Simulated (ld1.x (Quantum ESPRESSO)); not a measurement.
**Which change was made? (W, TM)**

W, norm-conserving Troullier–Martins (Kleinman–Bylander form), made with ld1.x (Quantum ESPRESSO) 7.5 (PBE, scalar-relativistic). Core [Xe] 4f14, reference 5d4 6s1.5 6p0.5. Waves: 6s (bound): rc 2.25 bohr; 6p (bound): rc 2.85 bohr; 5d (bound): rc 1.85 bohr. Local part: all-electron potential smoothed inside 2.85 bohr (lloc = -2). Core correction: none.

Cutoffs, loose and tight: the cutoffs (Ry, on a coarse ladder) from which the occupation-weighted sum of valence levels, in a spherical-Bessel basis at the reference potential, stays within 10 and 1 mRy of its value at 400 Ry. They do not see the model core or the augmentation charge, which bear on the density cutoff. Test errors are all-electron minus pseudo excitation energies from the reference, over the configurations 5d4 6s2 6p0; 5d4 6s1 6p0; 5d4 6s0 6p0; 5d4 6s0 6p2; 5d5 6s0 6p0; 5d4 6s0 6p1; 5d5 6s1 6p0; variants that change the core or the reference have their own tests.

The base gives: outcome: generated; cutoff, loose: 30 Ry; cutoff, tight: 35 Ry; bound ghosts: none; largest test error (meV): +63.

(1) After one change the result is: outcome: generated; cutoff, loose: 55 Ry; cutoff, tight: 100 Ry; bound ghosts: none; largest test error (meV): +242. Which change was it?
A. wave 5d (bound): rc 1.85 bohr becomes 5d (bound): rc 1.26 bohr
B. local potential all-electron potential smoothed inside 1.36 bohr (lloc = -2)
C. core [Kr] 4d10 4f14 5s2, valence charge 12; reference 5p6 5d4 6s2 6p0; waves now 6s (bound): rc 2.45 bohr; 5d (bound): rc 2.20 bohr; 5p (bound): rc 1.35 bohr; local potential the p channel
D. all radii scaled by about 0.78 (s 1.76, p 2.22, d 1.44 bohr); local potential all-electron potential smoothed inside 2.22 bohr (lloc = -2)

Answers

(1) D. The others give: wave 5d (bound): rc 1.85 bohr becomes 5d (bound): rc 1.26 bohr → outcome: generated; cutoff, loose: 60 Ry; cutoff, tight: 100 Ry; bound ghosts: none; largest test error (meV): +63 | local potential all-electron potential smoothed inside 1.36 bohr (lloc = -2) → outcome: generated; cutoff, loose: 30 Ry; cutoff, tight: 35 Ry; bound ghosts: s, p; largest test error (meV): +70 | core [Kr] 4d10 4f14 5s2, valence charge 12; reference 5p6 5d4 6s2 6p0; waves now 6s (bound): rc 2.45 bohr; 5d (bound): rc 2.20 bohr; 5p (bound): rc 1.35 bohr; local potential the p channel → outcome: generated; cutoff, loose: 100 Ry; cutoff, tight: 120 Ry; bound ghosts: s; largest test error (meV): +126 over the solved tests; 1 of 7 tests not solved or not reliable.
